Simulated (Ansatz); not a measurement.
A run for Ansatz (a first-principles code): U-r2SCAN/cc-pVTZ on GeH4O (SMILES [OH][GeH3]), a point of a bond scan (R = 3.547 Å).

Ansatz 0.2 input:
```yaml
crystal:
  periodic: [false, false, false]
  atoms:
    - {symbol: Ge, position_ang: [-0.32903929, 0.06812490, 0.07330265]}
    - {symbol: O, position_ang: [1.35705815, -0.35716009, -0.37168713]}
    - {symbol: H, position_ang: [-0.82468664, -0.44534564, 3.54771345]}
    - {symbol: H, position_ang: [-1.18632723, -0.88517582, -0.76517759]}
    - {symbol: H, position_ang: [-0.60848715, 1.54275960, -0.28108933]}
    - {symbol: H, position_ang: [2.01214474, 0.17482329, 0.09016316]}
basis:
  gaussian:
    orbitals: cc-pVTZ
hamiltonian:
  xc: {name: r2SCAN}
magnetization: {spin_polarized: true, initial_magnetization: 0}
```

Program output:

```
WARN ansatz: RAYON_NUM_THREADS=1 ignored (pool sized by the plan → 1); use --threads N
Functional definition: r2SCAN
integrals: 0.04 GiB planned
764 factors; their error is unknown
mean field: 0.45 GiB planned
mean field evaluation 1: about -58621.0556 eV, gradient 4.2e1 eV
mean field evaluation 2: about -58550.5576 eV, gradient 1.1e2 eV
mean field evaluation 4: about -58620.9692 eV, gradient 2.2e1 eV
mean field evaluation 8: about -58626.9976 eV, gradient 1.2e-1 eV
mean field evaluation 16: about -58627.7814 eV, gradient 5.0e-2 eV
mean field evaluation 32: about -58627.7810 eV, gradient 1.6e-2 eV
mean field -58627.78099362 eV, -2154.5312121783 hartree, gradient 1.1e-5 eV, S^2 0.876490; 3 other end points of the search recorded, 0 dependent functions left out
reference -58627.78100932 eV, -2154.5312127551 hartree; 22, 22 occupied and 107, 107 virtual orbitals, 764 factors
Total energy: -58627.78100932 eV, -2154.5312127551 hartree
```

The run converged. Its determinant has ⟨S²⟩ = 0.88, a mixture of spin states.

Cost: about 14 core-seconds (a rough figure).
